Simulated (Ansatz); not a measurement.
Stretching the I1–H2 bond in HI (multiplicity 1 held). Energies count from the point at 1.615 Å.


Restricted levels (R-, RO-) in cc, def2 and unpolarised 6-31G sets keep to the state of the molecule at rest. U- levels take the lowest unrestricted solution at each point, which mixes spins at long bonds. Active spaces are followed from rest. Curves can end on different states.

Correlated levels freeze the cores. Filled d and f shells under p-block atoms count as core.

Run with Ansatz (a program for electronic structure) with Gaussian orbitals. Each number belongs to the level named beside it. In def2 rows elements past Kr take small-core potentials, without spin–orbit coupling.

Energies in kcal/mol.

```
R (Å)  R-CCSD(T)/def2-SVP  U-CCSD(T)/def2-SVP  CASSCF(8,5)/def2-SVP  SC-NEVPT2 on CASSCF(8,5)/def2-SVP  FIC-MRCISD+Q on CASSCF(8,5)/def2-SVP
-----  ------------------  ------------------  --------------------  ---------------------------------  ------------------------------------
1.292                41.7                41.7                  43.9                               42.3                                  41.7
1.454                 7.9                 7.9                   9.1                                8.3                                   7.9
1.615                 0.0                 0.0                   0.0                                0.0                                   0.0
1.777                 4.6                 4.6                   3.4                                4.3                                   4.6
1.939                14.7                14.7                  12.3                               14.0                                  14.6
2.181                32.0                32.4                  28.0                               30.9                                  31.8
2.423                47.0                48.2                  41.7                               45.7                                  46.6
2.827                62.5                65.5                  56.3                               61.5                                  62.4
3.231                68.3                71.3                  62.6                               68.3                                  69.3
3.716                69.0                72.6                  65.1                               71.0                                  72.0
4.362                67.5                72.8                  65.8                               71.8                                  72.7
5.169                66.0                72.9                  65.9                               71.9                                  72.9
6.462                65.0                72.9                  65.9                               71.9                                  72.9
```

Doubts at one or more of the structures used: a restricted determinant that unrestricted orbitals would lower (R-CCSD(T)/def2-SVP); other coupled-cluster roots lie near (R-CCSD(T)/def2-SVP); a spin-contaminated determinant (U-CCSD(T)/def2-SVP); T1 above 0.05 (U-CCSD(T)/def2-SVP).
